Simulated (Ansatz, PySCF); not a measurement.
Zn(SeH)2 (H2Se2Zn), SMILES [SeH][Zn][SeH]. Atoms are numbered in the order given.

```xyz
5

Zn     0.0000     0.0001     0.0109
Se    -2.2555    -0.4859     0.0218
H     -2.4939     0.5318    -1.0236
Se     2.2558     0.4854     0.0220
H      2.4936    -0.5314    -1.0245
```

Coordinates come from a B3LYP-D3(BJ)/def2-SVP optimisation. The values are those of a single conformer.

Two levels are set side by side: PBE-D3(BJ)/def2-SVP (Ansatz, a quantum-chemistry and plane-wave program) and B3LYP-D3(BJ)/def2-SVP (Ansatz). Each level has its own optimised geometry; the coordinates shown are those of the second. Frequencies come from the Hessian of PySCF at each geometry. Differences are taken from unrounded values.

| quantity | B3LYP-D3(BJ) |
|---|---|
| mean bond length (Å) | 1.893 |
| bond Zn1–Se2 (Å) | 2.307 |
| bond Zn1–Se4 (Å) | 2.307 |
| bond Se2–H3 (Å) | 1.478 |
| bond Se4–H5 (Å) | 1.478 |
| highest harmonic wavenumber (cm⁻¹) | 2394 |
| mean harmonic wavenumber (cm⁻¹) | 749 |
| zero-point energy (kcal/mol) | 9.63 |

Question: What does PBE-D3(BJ) give, and how far is it from B3LYP-D3(BJ)? (An estimate is asked for; the answer gives what the named calculation found.)

Answer: 
| quantity | PBE-D3(BJ) | PBE-D3(BJ) minus B3LYP-D3(BJ) |
|---|---|---|
| mean bond length (Å) | 1.893 | 0.000 |
| bond Zn1–Se2 (Å) | 2.299 | -0.008 |
| bond Zn1–Se4 (Å) | 2.299 | -0.008 |
| bond Se2–H3 (Å) | 1.488 | 0.009 |
| bond Se4–H5 (Å) | 1.488 | 0.009 |
| highest harmonic wavenumber (cm⁻¹) | 2347 | -48 |
| mean harmonic wavenumber (cm⁻¹) | 734 | -14 |
| zero-point energy (kcal/mol) | 9.45 | -0.18 |

Here PBE gives about what the other level gives.
